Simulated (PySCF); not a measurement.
Constitutional and geometric isomers with formula H4O2Si2. All species are isolated molecules in the gas phase. One relaxed conformer stands for each flexible species; it need not be the lowest. Strings in code marks are SMILES.

Quantity: vertical ionisation energy (energy after one electron is removed minus that of the parent at the parent's geometry), in eV.

A: `O=[Si](O)[SiH3]` (Si–Si–O–H torsion 0°)
B: `O[Si](O)=[SiH2]` (H–O–Si–Si torsion -19°, Si–Si–O–H torsion -165°)
C: `O=[SiH][SiH2]O` (O–Si–Si–O torsion 180°, Si–Si–O–H torsion 180°)
D: `O/[SiH]=[SiH]/O` (H–O–Si–Si torsion -58°, Si–Si–O–H torsion 58°)
E: `O/[SiH]=[SiH]\O` (H–O–Si–Si torsion 52°, Si–Si–O–H torsion -118°)

### Question
Rank these by vertical ionisation energy (energy after one electron is removed minus that of the parent at the parent's geometry) (lowest first), as PBE-D3(BJ)/def2-TZVP // r2SCAN-D4/def2-TZVP (PySCF) gives it.

### Answer
D (7.56 eV), E (7.62 eV), B (8.13 eV), C (9.49 eV), A (9.94 eV)
